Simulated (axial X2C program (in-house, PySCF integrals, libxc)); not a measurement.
# InAs: from Re and ωe to a spectrum

A bond curve at the CCSD(T) level, 2c, was computed with an axial X2C code built on PySCF integrals (basis In dyall-cv3z [11s12p9d4f1g], As dyall-cv3z [9s9p6d4f1g] (cores contracted in-house)) for the state Ω = 1 (⟨Sz⟩ = 1.01, ⟨Lz⟩ = -0.01 at HF). Its fit gives Re = 2.7752 Å, ωe = 176.1 cm⁻¹, ωexe = 0.372 cm⁻¹ and αe = 1.683e-04 cm⁻¹; the masses are 114.9039 and 74.9216 u. Two-component means X2C with spin–orbit coupling and atomic mean-field Coulomb and Gaunt terms.

Correlated methods: 8 electrons correlated (number of frozen shells: In 4 s, 3 p, 2 d; As 3 s, 2 p, 1 d), 294 virtual spin orbitals or spinors in MP2, 90 natural virtuals in coupled cluster.

(1) Find the reduced mass, Be and the force constant.

(2) A Morse curve ties αe to the other constants (Pekeris). How well does that hold?

(3) Estimate the centrifugal constant by the Kratzer relation.

(4) Where do the fundamental and the first overtone lie?

(5) Estimate De from a Morse curve and compare with the computed well depth of 1.440 eV to In + As.

The state is one determinant whose occupation by symmetry is held fixed; it was picked as the lowest of a PBE0 search that is not exhaustive. De is counted from the lowest determinant-based energies of the atoms at the same level, without counterpoise correction. CCSD and (T) use frozen natural virtuals with an MP2 correction for the truncation; (T) itself is uncorrected, so its De runs slightly low. Other states lie close and PBE0, whose exact exchange favours high spin, may order them wrongly; the determinant shown need not be the ground state. The nearest other 2c determinant of the search, Ω = 2, lies 0.34 eV up at the distance of the search. With several unpaired electrons one determinant need not be a pure state. Open-shell Ω = 0 determinants with evenly filled partner blocks cannot be reached by this program, so the Ω shown need not be the lowest component. This is the Ω = 1 component of a π² triplet; the 0⁺ component is not one determinant and can lie lowest. With the outer-core shells frozen, correlated bond lengths of heavy atoms tend to come out a few hundredths of an ångström too long.

Answers

(1) From the CCSD(T) values: μ = 45.3510 u. Be = 16.8576/(μ Re²) = 0.04826 cm⁻¹. k = 5.8918×10⁻⁷ μ ωe² = 0.829 mdyn/Å.

(2) αe(Morse) = 6Be²/ωe × (√(ωexe/Be) − 1) = 1.410e-04 cm⁻¹; the CCSD(T) curve gives 1.683e-04 cm⁻¹, a ratio of 0.84.

(3) D = 4Be³/ωe² = 1.45e-08 cm⁻¹.

(4) ν(1←0) = ωe − 2ωexe = 175.4 cm⁻¹; ν(2←0) = 2ωe − 6ωexe = 350.0 cm⁻¹.

(5) De(Morse) = ωe²/(4ωexe) = 2.584 eV against 1.440 eV computed, a ratio of 1.79. The extrapolation overshoots: the well softens faster than a Morse curve, or the lowest atomic limit lies below the one to which the curve heads.
